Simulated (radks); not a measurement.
Question: All-electron atom: the rhodium ion Rh7+ in [Kr] 4d2. Calculated with a radial shooting solver on a logarithmic mesh with Libxc functionals: scalar-relativistic Kohn-Sham, LDA (Slater exchange, Perdew-Wang correlation), spin-polarised, spherical densities, finite nucleus; open shells are filled with parallel spins first (spin-orbit coupling, left out, can overturn this in heavy ions); Fermi nuclear charge, rms radius 4.4945 fm. Some entries of the table are withheld. Estimate them.

orbital,occ.,eigenvalue (eV),<r> (bohr),r(max) (bohr)
1s up,1,-23125.15,0.03266,0.02120
1s down,1,-23125.14,0.03266,0.02120
2s up,1,-3455.003,0.1421,0.1199
2s down,1,-3454.519,0.1421,0.1199
2p up,3,-3110.763,0.1238,0.09578
2p down,3,-3110.382,0.1238,0.09578
3s up,1,-711.8495,0.3909,0.3516
3s down,1,-711.5059,0.3909,0.3517
3p up,3,-598.7085,0.3904,0.3446
3p down,3,-598.3343,0.3903,0.3446
3d up,5,-417.5244,(1),(2)
3d down,5,-417.0281,(3),(4)
4s up,1,-192.1164,0.9417,0.8669
4s down,1,-190.0993,0.9405,0.8655
4p up,3,-158.2088,1.010,(5)
4p down,3,-156.1405,1.009,(6)
4d up,2,-107.2422,1.169,1.032
4d down,0,-105.1717,1.172,1.030

Answer: 
(1) 3d up <r> (bohr): 0.3695
(2) 3d up r(max) (bohr): 0.2903
(3) 3d down <r> (bohr): 0.3693
(4) 3d down r(max) (bohr): 0.2904
(5) 4p up r(max) (bohr): 0.9184
(6) 4p down r(max) (bohr): 0.9168
